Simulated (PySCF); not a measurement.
Substituent chemical shifts

Parent skeleton `[CH3:1][O:2][BH:3][O:4][CH3:5]`; one hydrogen on atom 3 is replaced by X. Hydrogens on one atom are averaged.

PySCF calculation with geometry from PBE0-D3(BJ)/def2-SVP and shieldings: GIAO PBE0/pcSseg-1; single conformer, no solvent, non-relativistic, averaged over atoms made equivalent by symmetry, fast rotation or ring inversion.

Scale: ¹³C (184.41 ppm) and ¹H (31.27 ppm) vs TMS; ¹⁷O (334.56 ppm) against H2O; BF3·OEt2 for ¹¹B (100.73 ppm) (reference shieldings calculated alike).

Parent (X = H): C1/C5 56.1, O2/O4 120.2, B3 27.4, H(C1)/H(C5) 3.70 ppm. Effects are Δδ = δ(X) − δ(H), positive for deshielding.

Q: Order these by the shift of H(C1)/H(C5), most shielded first.
A. X = OSiMe3
B. X = CH2NH2
C. X = SSiH3

A: A (-0.12 ppm), C (+0.09 ppm), B (+0.32 ppm).

Q: Order these by the shift of O2/O4, most shielded first.
A. X = BCl2
B. X = iPr
C. X = OSiMe3
D. X = SSiH3
E. X = CH2NH2

A: C (-51.1 ppm), B (-18.0 ppm), D (-15.5 ppm), E (-12.4 ppm), A (-2.1 ppm).

Experimental scales use liquid or dissolved standards, which lie at an offset from isolated H2O (liquid H2O: subtract about 36 ppm).
